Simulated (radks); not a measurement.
The numbers below are computed, except where a source is named.
Task: The mean radii <r> (bohr) of the occupied orbitals of an atom or ion are listed with their occupations. Level of theory: scalar-relativistic Kohn-Sham, LB94 model potential, spin-polarised, spherical densities, finite nucleus; Fermi nuclear charge, rms radius of each element as measured or else 0.836 A^(1/3) + 0.57 fm (a radial shooting solver on a logarithmic mesh with Libxc functionals).

orbital  occ.      <r>
1s up       1  0.02360
1s down     1  0.02360
2s down     1   0.1008
2s up       1   0.1008
2p down     3  0.08858
2p up       3  0.08858
3s down     1   0.2659
3s up       1   0.2660
3p down     3   0.2639
3p up       3   0.2640
3d down     5   0.2410
3d up       5   0.2411
4s up       1   0.6083
4s down     1   0.6083
4p up       3   0.6444
4p down     3   0.6443
4d up       5   0.7074
4d down     5   0.7069
5s up       1    1.456
5s down     1    1.474
5p up       3    1.700
5p down     3    1.746
4f up       4    1.031
6s up       1    3.752

Name the element and its charge. Open shells, if any, are filled with parallel spins first.

Result: Z = 60, neodymium, charge +1: Nd+ in [Xe] 4f4 6s1. The 1s radius gives Z: for a bare nucleus <r> = (2 gamma + 1)/(2Z) with gamma = sqrt(1 - (Z/c)^2), 0.02332 bohr for Z = 60, and screening makes it slightly larger (0.02360 here). The occupations add up to 59, and the charge is Z minus that.
